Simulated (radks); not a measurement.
Values are calculated unless marked as measured or tabulated.
All-electron atom: neutral barium in [Xe] 6s2. Code: a radial shooting solver on a logarithmic mesh with Libxc functionals. Model: scalar-relativistic Kohn-Sham, r2SCAN, spin-polarised, spherical densities, finite nucleus; meta-GGA in the generalised Kohn-Sham scheme; Fermi nuclear charge, rms radius 4.8378 fm.

Normalised radial functions P(r) = r R(r), r in bohr:

r              5s       5p       6s
0.001949   0.0526   0.0018   0.0157
0.0031     0.0747   0.0041   0.0223
0.004931   0.1015   0.0092   0.0302
0.007905   0.1275   0.0203   0.0380
0.01257    0.1371   0.0427   0.0408
0.02       0.1033   0.0832   0.0308
0.0318    -0.0020   0.1418  -0.0006
0.05058   -0.1572   0.1887  -0.0469
0.08109   -0.2131   0.1368  -0.0634
0.129      0.0240  -0.0834   0.0075
0.2051     0.3219  -0.2779   0.0957
0.3262     0.0199  -0.0239   0.0038
0.5188    -0.4881   0.4131  -0.1435
0.8251     0.0717   0.0676   0.0390
1.323      0.8875  -0.7114   0.2325
2.104      0.6478  -0.7337  -0.0600
3.346      0.1443  -0.2633  -0.4515
5.322      0.0092  -0.0358  -0.4610
8.464      0.0001  -0.0013  -0.1690
13.57      0.0000  0.0000  -0.0166

5s: eigenvalue -34.814 eV, 4 radial nodes at r = 0.0316, 0.125, 0.331, 0.798 bohr, <r> = 1.65 bohr, 90 % of the charge inside 2.37 bohr. 5p: eigenvalue -19.463 eV, 3 radial nodes at r = 0.112, 0.334, 0.858 bohr, <r> = 1.92 bohr, 90 % of the charge inside 2.81 bohr. 6s: eigenvalue -3.267 eV, 5 radial nodes at r = 0.0316, 0.125, 0.329, 0.778, 1.98 bohr, <r> = 4.89 bohr, 90 % of the charge inside 7.12 bohr.
